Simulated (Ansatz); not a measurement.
`[CH3][Sn][SH]` + NH₃ → `[CH3][Sn][NH2]` + H₂S at 600 K and 1 bar (ligand exchange at the Sn–S bond).

Gas-phase electronic energies from Ansatz, PBE0-D4/def2-TZVP geometries. CCSD(T)/CBS is the MP2 limit (def2-TZVPP, def2-QZVPP) plus CCSD(T) − MP2 in def2-TZVPP, frozen cores. This one scheme is used for every species. Elements past krypton have def2 core potentials. For Sn outer-core shells are correlated without core-valence functions, which leaves a few kJ/mol of doubt a bond. Each species was taken in one conformer, which may not be the lowest.

```json
{"species": "`[CH3][Sn][SH]`", "CCSD(T)/CBS energy (Eh)": "-652.29098", "H − E (kJ/mol)": "162.2", "S (J/(mol·K))": "392.7"}
{"species": "NH₃", "CCSD(T)/CBS energy (Eh)": "-56.50880", "H − E (kJ/mol)": "112.4", "S (J/(mol·K))": "219.5"}
{"species": "`[CH3][Sn][NH2]`", "CCSD(T)/CBS energy (Eh)": "-309.80337", "H − E (kJ/mol)": "205.4", "S (J/(mol·K))": "398.8"}
{"species": "H₂S", "CCSD(T)/CBS energy (Eh)": "-398.97279", "H − E (kJ/mol)": "60.8", "S (J/(mol·K))": "230.9"}
```

H − E and S are ideal-gas, rigid-rotor, harmonic terms from PBE0-D4/def2-TZVP, for one conformer and one mirror image of each species. 1 Eh = 2625.50 kJ/mol, R = 8.31446 J/(mol·K).

Question: By hand: ΔE, ΔH, ΔS and ΔG.

Answer: ΔE = (-309.80337) + (-398.97279) − (-652.29098) − (-56.50880) = 0.02362 Eh = 62.0 kJ/mol. Δ(H − E) = 205.4 + 60.8 − 162.2 − 112.4 = -8.4, so ΔH = 53.6 kJ/mol. ΔS = 398.8 + 230.9 − 392.7 − 219.5 = 17.5 J/(mol·K). ΔG = 53.6 − 600 × (17.5)/1000 = 43.1 kJ/mol.

Question: By hand: the equilibrium constant, and the temperature at which ΔG would vanish if ΔH and ΔS stayed fixed.

Answer: log₁₀ K = −ΔG/(RT ln 10) = -3.8. ΔG = 0 at ΔH/ΔS = 3063 K, far beyond where these terms or the molecules hold.

ΔH outweighs TΔS. A doubt of 5 kJ/mol in ΔE shifts log₁₀ K by 0.4 here. Other conformers and mirror images would add mixing entropy, several J/(mol·K) or more a flexible species. Modes under 60 cm⁻¹, often nearly free rotors, make the harmonic entropy too high. These are equilibria of isolated gas molecules and say nothing of rates. Largest T1 diagnostic: 0.016 (customary marks: 0.02 for closed shells, 0.045 for open ones).
